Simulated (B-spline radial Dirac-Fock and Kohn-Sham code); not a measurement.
# Binding energies of W at several levels of theory

System: the W atom, [Xe] 4f14 5d5 6s1 (an excited configuration).

The density-functional columns are spherical, spin-unpolarised Dirac-Kohn-Sham results without Breit or QED terms: −ε is minus the orbital energy of the initial state and ΔSCF the difference of two total energies. The reference in the last column comes from ΔSCF Dirac-Fock with Breit, self-energy and vacuum polarisation, finite nucleus, configuration average. All numbers are from a radial finite-basis atomic code, in eV; a selection of levels is shown. For the 1s level of heavy atoms much of the gap between ΔSCF and the reference is the Breit and QED part, -349.2 eV here; for other levels the error of the functional can be larger.

```
level   LDA −ε  LDA ΔSCF  Dirac-Fock
    K  69311.6   69863.3     69525.6
   L1  11955.3   12053.9     12111.6
   L2  11439.2   11567.0     11548.1
   L3  10088.0   10197.4     10210.6
   M1   2751.2    2777.7      2830.9
   M2   2520.1    2548.9      2582.3
   M3   2228.1    2253.8      2289.4
   M4   1836.4    1868.0      1876.2
   M5   1772.8    1803.4      1813.8
   N1    565.3     576.4       606.5
   N2    469.4     480.3       502.9
   N3    401.4     411.9       435.1
   N4    243.3     253.5       265.0
   N5    230.8     240.8       252.5
   N6    32.68     41.75       38.01
   N7    30.44     39.42       35.87
   O2    48.71     54.33       54.15
   O3    38.86     44.19       44.49
 O4,5     3.54      7.60        5.64
   P1     5.36      8.43        6.54
```

Values without a named source are computed, but for edge energies of neutral atoms, which are taken from tables.
